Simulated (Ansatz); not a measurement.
B$_{2}$Cl$_{4}$, triplet, geometry from GFN2-xTB (a higher spin typed on purpose: for a closed-shell molecule this is an excited state), atoms displaced at random by about 0.02 Å a coordinate. Base run: PBE/6-31G (Ansatz, an electronic-structure program).

Input for Ansatz:
Ansatz 0.2 input:
```yaml
crystal:
  periodic: [false, false, false]
  atoms:
    - {symbol: Cl, position_ang: [-1.55835668, -1.67573682, -0.10914880]}
    - {symbol: B, position_ang: [-0.80047877, -0.08855255, -0.06476280]}
    - {symbol: Cl, position_ang: [-1.84865233, 1.35927620, -0.14809010]}
    - {symbol: B, position_ang: [0.76504200, 0.07911522, 0.06616925]}
    - {symbol: Cl, position_ang: [1.84252405, -1.34969917, 0.16659562]}
    - {symbol: Cl, position_ang: [1.52555647, 1.65479420, 0.09788004]}
basis:
  gaussian:
    orbitals: 6-31G
hamiltonian:
  xc: pbe
magnetization: {spin_polarized: true, initial_magnetization: 2}
relax: {}
```

Each row names what was changed in the base input (with any setting that the change needs).

| change | ΔE vs base (kcal/mol) | optimiser steps | core-seconds (rough) |
|---|---|---|---|
| base | 0.000 | 4 | 30 |
| relax = f_tol: 0.05 | 0.000 | 4 | 30 |
| relax = escape_saddle: false | 0.000 | 4 | 20 |
| relax = max_displacement: 0.02 | 0.000 | 6 | 30 |
| relax = f_tol: 0.002 | 0.000 | 6 | 30 |
| relax = f_tol: 0.1 | 0.032 | 3 | 30 |
| relax = f_tol: 0.0005 | 0.000 | 6 | 30 |
